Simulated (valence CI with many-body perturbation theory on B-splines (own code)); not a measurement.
**N²⁺: electric-dipole lines**

Calculated by valence CI with perturbative core correlation (CI+MBPT): three valence electrons over a frozen Dirac-Fock core [He], radial functions for each j: 11 s, 11 p, 9 d, 7 f, 5 g, 2 h, 1 i, with the one-electron correlation potential Σ1, the two-electron term Σ2, the three-electron term Σ3, Breit, model QED; selected CI, second order for the rest, scaled by the run's own slope (own B-spline code, finite nucleus).

Set against measurement, 59 paired levels are off by 57 cm⁻¹ on average, the worst by 133. These come from a selection out of Moore, Selected Tables of Atomic Spectra, NSRDS-NBS 3, section 5. Levels without a partner in it may be off by more.

Lines 151 to 200 of 294 in falling wavelength, among levels below 42.398 eV, chosen from the strongest by gf and those to the six lowest levels. Wavelengths and rates use the calculated energies, so an error of 60 cm⁻¹ moves a line at 772.5 Å by 0.046 % and its rate by three times that or more. Electric multipoles are in the length gauge, E1 and E2 with the static RPA response of the core. Weak lines are less certain than strong ones. Lines between different terms over intervals too small for the method are left out, as are lines whose strength nearly cancels.

```tsv
λ vac (Å)	λ from measured levels	Upper	Lower	A (s⁻¹)	S (a.u.) with core polarisation	S without
772.5	772.9	2p³ ²P°_3/2	2s2p² ²D_3/2	2.32e+08	2.11e-01	2.12e-01
772.5	772.9	2p³ ²P°_3/2	2s2p² ²D_5/2	2.05e+09	1.87e+00	1.88e+00
771.9	772.4	2p³ ⁴S°_3/2	2s2p² ⁴P_5/2	2.43e+09	2.21e+00	2.23e+00
771.4	771.9	2p³ ⁴S°_3/2	2s2p² ⁴P_3/2	1.62e+09	1.47e+00	1.49e+00
771.1		2p³ ⁴S°_3/2	2s2p² ⁴P_1/2	8.14e+08	7.36e-01	7.43e-01
763.6	764.4	2s2p² ²S_1/2	2s²2p ²P°_3/2	1.83e+09	8.04e-01	8.10e-01
762.6	763.3	2s2p² ²S_1/2	2s²2p ²P°_1/2	9.49e+08	4.16e-01	4.18e-01
691.7	691.2	2s²3p ²P°_3/2	2s2p² ²D_5/2	9.55e+07	6.24e-02	6.18e-02
685.7	686.3	2s2p² ²P_1/2	2s²2p ²P°_3/2	1.92e+09	6.10e-01	6.15e-01
685.6	686.1	2p³ ²D°_5/2	2s2p² ⁴P_5/2	1.27e+04	1.21e-05	1.22e-05
685.5	686.1	2p³ ²D°_3/2	2s2p² ⁴P_5/2	5.18e+02	3.29e-07	3.30e-07
685.2	685.7	2p³ ²D°_5/2	2s2p² ⁴P_3/2	3.48e+02	3.32e-07	3.32e-07
685.2	685.8	2s2p² ²P_3/2	2s²2p ²P°_3/2	4.74e+09	3.01e+00	3.04e+00
685.2	685.7	2p³ ²D°_3/2	2s2p² ⁴P_3/2	4.05e+03	2.57e-06	2.58e-06
684.9	685.5	2s2p² ²P_1/2	2s²2p ²P°_1/2	3.77e+09	1.19e+00	1.20e+00
684.9		2p³ ²D°_3/2	2s2p² ⁴P_1/2	1.24e+02	7.87e-08	7.87e-08
684.4	685.0	2s2p² ²P_3/2	2s²2p ²P°_1/2	9.48e+08	6.00e-01	6.05e-01
602.5	601.9	2s2p3s ²P°_1/2	2s2p² ²S_1/2	5.25e+08	1.13e-01	1.13e-01
602.1	601.5	2s2p3s ²P°_3/2	2s2p² ²S_1/2	5.21e+08	2.24e-01	2.24e-01
577.2	577.8	2p³ ²P°_3/2	2s2p² ⁴P_5/2	3.88e+03	1.47e-06	1.49e-06
576.9	577.5	2p³ ²P°_1/2	2s2p² ⁴P_3/2	8.08e+02	1.53e-07	1.54e-07
576.9	577.5	2p³ ²P°_3/2	2s2p² ⁴P_3/2	1.23e+04	4.66e-06	4.70e-06
576.7		2p³ ²P°_1/2	2s2p² ⁴P_1/2	3.58e+03	6.78e-07	6.80e-07
576.7		2p³ ²P°_3/2	2s2p² ⁴P_1/2	4.97e+02	1.88e-07	1.91e-07
536.3	536.0	2s2p3s ⁴P°_3/2	2s2p² ²D_5/2	3.72e+04	1.13e-05	1.12e-05
536.0	535.7	2s2p3s ⁴P°_5/2	2s2p² ²D_5/2	1.08e+04	4.93e-06	4.92e-06
530.9	530.9	2s²3p ²P°_3/2	2s2p² ⁴P_5/2	1.17e+03	3.45e-07	3.42e-07
530.8		2s2p3d ²D°_5/2	2s2p² ²P_3/2	1.81e+09	8.01e-01	8.04e-01
530.7	530.7	2s²3p ²P°_1/2	2s2p² ⁴P_3/2	2.06e+02	3.05e-08	3.02e-08
530.6	530.6	2s²3p ²P°_3/2	2s2p² ⁴P_3/2	2.69e+00	7.93e-10	8.04e-10
530.6		2s²3p ²P°_1/2	2s2p² ⁴P_1/2	3.21e+02	4.74e-08	4.75e-08
530.5		2s2p3d ²D°_3/2	2s2p² ²P_1/2	1.53e+09	4.50e-01	4.52e-01
530.5		2s²3p ²P°_3/2	2s2p² ⁴P_1/2	1.68e+02	4.96e-08	4.98e-08
510.1	509.9	2s2p3s ²P°_1/2	2s2p² ²D_3/2	1.82e+09	2.38e-01	2.37e-01
509.8	509.6	2s2p3s ²P°_3/2	2s2p² ²D_5/2	1.64e+09	4.30e-01	4.27e-01
474.9	474.6	2s²4p ²P°_3/2	2s2p² ²D_5/2	2.09e+07	4.41e-03	4.37e-03
456.1	456.1	2s²4f ²F°_5/2	2s2p² ²D_5/2	7.35e+06	2.07e-03	2.07e-03
456.1	456.1	2s²4f ²F°_7/2	2s2p² ²D_5/2	1.10e+08	4.12e-02	4.12e-02
452.3	452.2	2s²3s ²S_1/2	2s²2p ²P°_3/2	2.08e+09	1.90e-01	1.89e-01
452.0	451.9	2s²3s ²S_1/2	2s²2p ²P°_1/2	1.04e+09	9.48e-02	9.40e-02
436.5		2s2p3d ⁴F°_3/2	2s2p² ²D_5/2	5.71e+04	9.37e-06	9.40e-06
436.4	436.2	2s2p3d ⁴F°_5/2	2s2p² ²D_5/2	3.98e+05	9.80e-05	9.83e-05
436.3	436.1	2s2p3d ⁴F°_7/2	2s2p² ²D_5/2	2.12e+05	6.97e-05	6.98e-05
434.3	434.3	2s2p3s ⁴P°_3/2	2s2p² ⁴P_5/2	1.95e+09	3.15e-01	3.13e-01
434.3	434.2	2s2p3s ⁴P°_1/2	2s2p² ⁴P_3/2	3.60e+09	2.91e-01	2.89e-01
434.1		2s2p3s ⁴P°_1/2	2s2p² ⁴P_1/2	7.21e+08	5.82e-02	5.79e-02
434.1	434.1	2s2p3s ⁴P°_3/2	2s2p² ⁴P_3/2	5.76e+08	9.30e-02	9.25e-02
434.1	434.1	2s2p3s ⁴P°_5/2	2s2p² ⁴P_5/2	3.03e+09	7.33e-01	7.29e-01
434.0		2s2p3s ⁴P°_3/2	2s2p² ⁴P_1/2	1.80e+09	2.91e-01	2.89e-01
433.9	433.9	2s2p3s ⁴P°_5/2	2s2p² ⁴P_3/2	1.30e+09	3.14e-01	3.12e-01
```
